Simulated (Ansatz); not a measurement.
Basis sets compared for BODIPY, `CC1=CC(C)=[N+]2C1=Cc1c(C)cc(C)n1[B-]2(F)F`. Total charge 0; singlet. Geometry PBE-D4/def2-SVP. Ansatz on 2 threads of AMD EPYC 7R13 on a shared host and a share (18 GiB) of an NVIDIA H100 80GB HBM3; times are rough, and most runs start from earlier orbitals.

```xyz
33

C    -2.717   -2.449    1.619
C    -2.254   -1.690    0.416
C    -2.863   -1.608   -0.842
C    -2.073   -0.752   -1.660
C    -2.302   -0.346   -3.075
N    -1.006   -0.318   -0.945
C    -1.079   -0.871    0.333
C    -0.098   -0.588    1.289
C     0.979    0.256    1.005
C     2.077    0.678    1.828
C     2.313    0.283    3.251
C     2.850    1.523    1.025
C     2.230    1.607   -0.254
C     2.667    2.378   -1.452
N     1.110    0.844   -0.254
B     0.125    0.639   -1.456
F    -0.425    1.869   -1.837
F     0.802    0.048   -2.531
H    -1.895   -3.032    2.083
H    -3.115   -1.770    2.403
H    -3.526   -3.158    1.356
H    -3.786   -2.108   -1.160
H    -1.416   -0.593   -3.695
H    -2.428    0.754   -3.146
H    -3.195   -0.845   -3.491
H    -0.177   -1.039    2.289
H     3.258    0.714    3.632
H     1.494    0.630    3.916
H     2.376   -0.820    3.367
H     3.775    2.040    1.311
H     3.616    2.910   -1.257
H     2.792    1.702   -2.322
H     1.888    3.112   -1.744
```

B3LYP takes the VWN-RPA correlation. Single mean-field runs in def2-TZVP are fitted with def2-universal-jkfit.

Binding counts from free atoms (C triplet, N quartet, B doublet, F doublet, H doublet) in the same basis, without a counterpoise term.

```csv
level,functions,energy (Eh),HOMO (eV),LUMO (eV),binding per atom (eV),wall time
PBE-D4/def2-SVP,327,-837.0999,-5.03,-3.18,5.16,2.2 s
B3LYP-D4/6-31G,192,-838.5287,-5.51,-2.55,4.79,2.5 s
PBE0-D4/def2-SVP,327,-837.1614,-5.81,-2.64,5.05,2.2 s
```

Q: Estimate the rows for PBE-D4/def2-TZVP (with forces), B3LYP-D4/def2-TZVP, PBE0-D4/def2-TZVP (with forces).

A: 
```tsv
level	functions	energy (Eh)	HOMO (eV)	LUMO (eV)	binding per atom (eV)	wall time
PBE-D4/def2-TZVP (with forces)	648	-838.0095	-5.09	-3.25	5.08	4.7 s
B3LYP-D4/def2-TZVP	648	-839.0528	-5.66	-2.79	4.89	3.3 s
PBE0-D4/def2-TZVP (with forces)	648	-838.0627	-5.81	-2.66	4.96	4.3 s
```
